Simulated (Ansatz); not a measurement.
`CSB[SiH3]` + `[OH][GeH2][F]` → `[F][GeH2][O][SiH3]` + `BSC` at 400 K and 1 bar (cleavage of the Si–B bond).

Computed with Ansatz on PBE0-D4/def2-TZVP structures; ΔE is electronic, products minus reactants. CCSD(T)/CBS adds triple-zeta CCSD(T) − MP2 to the extrapolated MP2 energy (def2 sets, frozen cores). For Ge outer-core shells are correlated without core-valence functions, which leaves a few kJ/mol of doubt a bond. Scalar relativity is left out up to krypton. Each species was taken in one conformer, which may not be the lowest.

```json
{"species": "`CSB[SiH3]`", "CCSD(T)/CBS energy (Eh)": "-753.91766", "H − E (kJ/mol)": "233.5", "S (J/(mol·K))": "385.8"}
{"species": "`[OH][GeH2][F]`", "CCSD(T)/CBS energy (Eh)": "-2252.93819", "H − E (kJ/mol)": "106.2", "S (J/(mol·K))": "313.8"}
{"species": "`[F][GeH2][O][SiH3]`", "CCSD(T)/CBS energy (Eh)": "-2543.25592", "H − E (kJ/mol)": "157.7", "S (J/(mol·K))": "392.5"}
{"species": "`BSC`", "CCSD(T)/CBS energy (Eh)": "-463.64092", "H − E (kJ/mol)": "179.8", "S (J/(mol·K))": "310.4"}
```

H − E and S are ideal-gas, rigid-rotor, harmonic terms from PBE0-D4/def2-TZVP, for one conformer and one mirror image of each species. 1 Eh = 2625.50 kJ/mol, R = 8.31446 J/(mol·K).

**Question.** By hand: ΔE, ΔH, ΔS and ΔG.

**Answer.** ΔE = (-2543.25592) + (-463.64092) − (-753.91766) − (-2252.93819) = -0.04099 Eh = -107.6 kJ/mol. Δ(H − E) = 157.7 + 179.8 − 233.5 − 106.2 = -2.2, so ΔH = -109.8 kJ/mol. ΔS = 392.5 + 310.4 − 385.8 − 313.8 = 3.3 J/(mol·K). ΔG = -109.8 − 400 × (3.3)/1000 = -111.1 kJ/mol.

**Question.** By hand: the equilibrium constant, and the temperature at which ΔG would vanish if ΔH and ΔS stayed fixed.

**Answer.** log₁₀ K = −ΔG/(RT ln 10) = 14.5. ΔH and −TΔS have one sign here, so there is no such temperature. One of them is within its doubt of zero, so this could turn.

The number of gas molecules stays the same, so ΔS is small and ΔH decides. A doubt of 5 kJ/mol in ΔE shifts log₁₀ K by 0.7 here. Other conformers and mirror images would add mixing entropy, several J/(mol·K) or more a flexible species. Modes under 60 cm⁻¹, often nearly free rotors, make the harmonic entropy too high. These are equilibria of isolated gas molecules and say nothing of rates. Largest T1 diagnostic: 0.015 (customary marks: 0.02 for closed shells, 0.045 for open ones).
